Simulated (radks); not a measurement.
All-electron atom: Ir1.75+ in [Xe] 4f14 5d(up 3.5, down 3.5) 6s(up 0.25, down 0) (fractional occupations, a model configuration). Calculated with a radial shooting solver on a logarithmic mesh with Libxc functionals: scalar-relativistic Kohn-Sham, LDA (Slater exchange, Perdew-Wang correlation), spin-polarised, spherical densities, point nucleus.

Unscreened Slater integrals over Kohn-Sham orbitals (hartree). They are taken over the spin-up orbitals.

| integral | value |
|---|---|
| F0(6s,6s) | 0.35036 |
| F0(6s,5d) | 0.40707 |
| G2(6s,5d) | 0.10763 |
| F0(6s,5p) | 0.43249 |
| G1(6s,5p) | 0.034009 |
| F0(6s,4f) | 0.45870 |
| G3(6s,4f) | 0.013343 |
| F0(5d,5d) | 0.55324 |
| F2(5d,5d) | 0.28424 |
| F4(5d,5d) | 0.18691 |
| F0(5d,5p) | 0.64091 |
| F2(5d,5p) | 0.30986 |
| G1(5d,5p) | 0.36783 |
| G3(5d,5p) | 0.22662 |
| F0(5d,4f) | 0.72199 |
| F2(5d,4f) | 0.16255 |
| F4(5d,4f) | 0.075003 |
| G1(5d,4f) | 0.054623 |
| G3(5d,4f) | 0.050339 |
| G5(5d,4f) | 0.039968 |
| F0(5p,5p) | 0.79463 |
| F2(5p,5p) | 0.42749 |
| F0(5p,4f) | 0.97854 |
| F2(5p,4f) | 0.30595 |
| G2(5p,4f) | 0.12192 |
| G4(5p,4f) | 0.10162 |
| F0(4f,4f) | 1.7137 |
| F2(4f,4f) | 0.84293 |
| F4(4f,4f) | 0.53492 |
| F6(4f,4f) | 0.38662 |

Derived for the open shells (J is the average intra-shell exchange parameter used in DFT+U). 5d: Racah B = F2/49 - 5 F4/441 = 0.003682 hartree, C = 35 F4/441 = 0.01483 hartree, C/B = 4.03, F4/F2 = 0.658, J = (F2 + F4)/14 = 0.03365 hartree.
